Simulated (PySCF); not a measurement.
BeC: from constants to spectrum

PBE0 constants of BeC, ³Π (triplet), unpaired electrons σ ↑, π ↑, a second solution, started from another occupation (basis Be 6-31G(d,p), C 6-31G(d,p); no relativity; PySCF 2.14; masses 9.0122 and 12.0000 u):

* ωe: 754.8 cm⁻¹
* ωexe: 9.43 cm⁻¹
* Be: 1.0152 cm⁻¹
* αe: 0.0164 cm⁻¹
* D (centrifugal): 7.35e-06 cm⁻¹

Give the vibrational terms G(v) and spacings up to v = 6.

G(v) = ωe(v+½) − ωexe(v+½)².

```
v  G(v) (cm⁻¹)  G(v) − G(v−1)  Bv (cm⁻¹)
0          375                     1.007
1         1111            736      0.991
2         1828            717      0.974
3         2526            698      0.958
4         3206            679      0.941
5         3866            660      0.925
6         4508            642      0.909
```
